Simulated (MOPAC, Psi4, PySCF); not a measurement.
Interaction energy of Cl2 ··· H2Se (SMILES ClCl and [SeH2]). Monomers: optimised at B3LYP-D3(BJ) (def2-TZVP), held rigid. Orientation: lowest of the rigid-body minima from ten starts at GFN2-xTB (searched outside a hard wall at short contacts). R is the distance of the centres of mass, along which the second monomer moves. The shortest distances reach bonding range, where SAPT0 and rigid monomers are unreliable.

- PM3, restricted, heats of formation (MOPAC)
- RHF/6-31G* = restricted Hartree-Fock/6-31G*, spherical d, no counterpoise correction run with PySCF
- AM1, restricted, heats of formation (MOPAC)
- SAPT0/jun-cc-pVDZ, frozen core (Psi4)

Interaction energies in kJ/mol; the last columns give the difference from SAPT0:

| R / Å | PM3 | RHF/6-31G* | AM1 | SAPT0/jun-cc-pVDZ | PM3 − SAPT0/jun-cc-pVDZ | RHF/6-31G* − SAPT0/jun-cc-pVDZ | AM1 − SAPT0/jun-cc-pVDZ |
|---|---|---|---|---|---|---|---|
| 3.48 | -65.07 | 92.72 | -89.92 | 57.65 | -122.72 | 35.07 | -147.57 |
| 3.69 | -59.77 | 45.74 | -70.49 | 23.67 | -83.44 | 22.07 | -94.16 |
| 3.85 | -46.37 | 24.99 | -51.15 | 8.99 | -55.36 | 16.00 | -60.14 |
| 4.11 | -25.39 | 7.30 | -25.44 | -2.79 | -22.61 | 10.09 | -22.66 |
| 4.42 | -11.15 | -0.56 | -9.81 | -6.72 | -4.44 | 6.16 | -3.10 |
| 4.67 | -5.94 | -2.41 | -4.77 | -6.58 | 0.64 | 4.17 | 1.82 |
| 5.19 | -2.16 | -2.41 | -1.64 | -4.29 | 2.13 | 1.88 | 2.65 |
| 5.90 | -0.86 | -1.33 | -0.70 | -2.06 | 1.20 | 0.73 | 1.36 |
| 6.91 | -0.31 | -0.52 | -0.28 | -0.79 | 0.48 | 0.27 | 0.52 |
| 8.20 | -0.11 | -0.19 | -0.10 | -0.29 | 0.18 | 0.10 | 0.18 |

PM3 is furthest from SAPT0/jun-cc-pVDZ at 3.48 (-122.72 kJ/mol, below); its mean absolute difference over the points is 29.32 kJ/mol.

RHF/6-31G* is furthest from SAPT0/jun-cc-pVDZ at 3.48 (35.07 kJ/mol, above); its mean absolute difference over the points is 9.65 kJ/mol.

AM1 is furthest from SAPT0/jun-cc-pVDZ at 3.48 (-147.57 kJ/mol, below); its mean absolute difference over the points is 33.41 kJ/mol.
